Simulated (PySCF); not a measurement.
**Excitation energy of Ba⁺ by level of theory**

Ba⁺ [Xe] 6s1 (2S) → Ba⁺ [Xe] 6p1 (2P), as a difference of total energies. Calculation: PySCF 2.14, in def2-TZVPPD with the def2 core potential (46 electrons) (6s4p3d1f, 40 functions); scalar relativity through the core potential. Correlated levels: valence and next inner shell: nothing frozen outside the core potential. The calculations carry no spin-orbit coupling.

| method | excitation energy (eV) | error (eV) |
| --- | --- | --- |
| UHF | 2.480 | -0.172 |
| MP2 (valence and next inner shell) | 2.612 | -0.040 |
| SCS-MP2 (valence and next inner shell) | 2.581 | -0.071 |
| CCSD (valence and next inner shell) | 2.593 | -0.059 |
| CCSD(T) (valence and next inner shell) | 2.599 | -0.053 |

Reference: 2.652 eV (measured; NIST levels, between the centres of gravity of the two terms).

Errors of the correlated levels include the incompleteness of this basis.
